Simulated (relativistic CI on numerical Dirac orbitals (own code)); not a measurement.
Method of calculation: Dirac-Coulomb-Breit CI, orbitals from a KLI potential per configuration, model QED, unscaled Slater integrals (own radial code, finite nucleus).

The strongest absorption lines from the ground level of an ion, among the configurations computed and to levels below about 311 eV (vacuum wavelength in Å, gf): 85.071 (1.7), 86.599 (0.87), 87.330 (1.5), 87.691 (3.2), 87.949 (2), 88.818 (2.8), 91.294 (0.84), 108.89 (1).

**Question.** Which ion is it?
A. Cs²¹⁺
B. Pr²⁵⁺
C. Eu²⁹⁺
D. Pr²³⁺

**Answer.** B. Pr²⁵⁺ has 34 electrons and the ground level 4s²4p⁴ ³P2; the strongest line goes to 4s²4p³4d ³D°3. The pattern of lines fixes the number of electrons, and along that sequence the line energies rise steadily with the charge (about as its square where n changes within one kind of shell, about linearly where n is kept but much faster in heavy ions where fine structure, which grows about as Z⁴, sets the gap, and irregularly where shells cross), which fixes Z. Configurations outside the model, such as inner-shell arrays, can give stronger lines. At this charge energies of transitions that change n are usually good to better than 1 %, and those within a shell (Δn = 0) to a few per cent.

LS names give the leading component of a level, which can be under half, so a name can repeat, a term be missing and a line seem to break the LS rules.
